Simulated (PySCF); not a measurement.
Compound: C2H6OSSi.
Atom-mapped SMILES: `[CH2:1]=[CH:2][S:3][SiH2:4][OH:5]` (hydrogens: H6, H7 on C1; H8 on C2; H9, H10 on Si4; H11 on O5)

Theory: PySCF 2.14.0, PBE0-D3(BJ)/def2-SVP geometry optimisation, gas phase.

Task: Give the optimised bond lengths and angles.

Result: 
```tsv
bond	length (Å)	order
C1=C2	1.336	double
C2–S3	1.765	single
S3–Si4	2.159	single
Si4–O5	1.657	single
C1–H6	1.094	single
C1–H7	1.093	single
C2–H8	1.095	single
Si4–H9, Si4–H10	1.490	single
O5–H11	0.962	single
```

Bonds in one row agree within 0.01 Å and their mean is given. Orders are formal, as drawn. A selection of angles:
```tsv
angle	degrees
C2–C1–H6	123.1
C2–C1–H7	120.0
H6–C1–H7	116.9
C1–C2–S3	127.7
C1–C2–H8	120.2
S3–C2–H8	112.1
C2–S3–Si4	101.2
S3–Si4–O5	107.3
S3–Si4–H9	113.4
S3–Si4–H10	106.5
O5–Si4–H9	105.2
O5–Si4–H10	114.2
H9–Si4–H10	110.5
Si4–O5–H11	116.6
```

Dihedral angles: C1–C2–S3–Si4 31° (synclinal); C2–S3–Si4–O5 161° (antiperiplanar); H11–O5–Si4–S3 -58° (synclinal). The mirror-image conformer, all signs reversed, is as good.

Si4 (oxygen-bound silicon) is distorted tetrahedral (angles from 105.2° to 114.2°). Of the pairs four or more bonds apart, Si4···H6 is among the closest relative to their van der Waals radii: 2.89 Å, 88 % of the sum of Bondi's values.

Point group: C1 (no symmetry element, even within 0.4 Å). No frequency check. One conformer, not necessarily the lowest (C1–C2–S3–Si4 31°, C2–S3–Si4–O5 161°, S3–Si4–O5–H -58°).
